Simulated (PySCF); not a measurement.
**How methods differ on the excitation energy of Bi**

Bi [Xe] 4f14 5d10 6s2 6p3 (4S) → Bi [Xe] 4f14 5d10 6s1 6p3 7s1 (6S), as a difference of total energies. All numbers are calculated (PySCF 2.14, a scalar-relativistic core potential, in aug-cc-pVTZ-PP with one added diffuse shell each of d, f type with ECP60MDF (6s5p5d3f, 67 functions)). Correlated levels: valence: 5s2 5p6 5d10 frozen. The calculations carry no spin-orbit coupling.

| method | excitation energy (cm⁻¹) |
| --- | --- |
| UHF | 91282 |
| LDA | 112960 |
| PBE | 110050 |
| PBE0 | 107610 |
| r2SCAN | 108060 |
| B97-3 | 110060 |
| MN15 | 113010 |
| wB97M-V | 106010 |
| PW91 | 110450 |
| MP2 (valence) | 97640 |
| SCS-MP2 (valence) | 100260 |

Spin-orbit coupling is strong in these open shells (close to jj coupling). The scalar numbers leave it out and a first-order estimate fails, so it can dominate the gap to the real levels.

The upper state lies above the first ionisation limit. A Rydberg-like electron needs more diffuse functions than a valence basis has.

The promoted electron is Rydberg-like, and one or two diffuse shells describe it only roughly, which tends to raise the upper state.
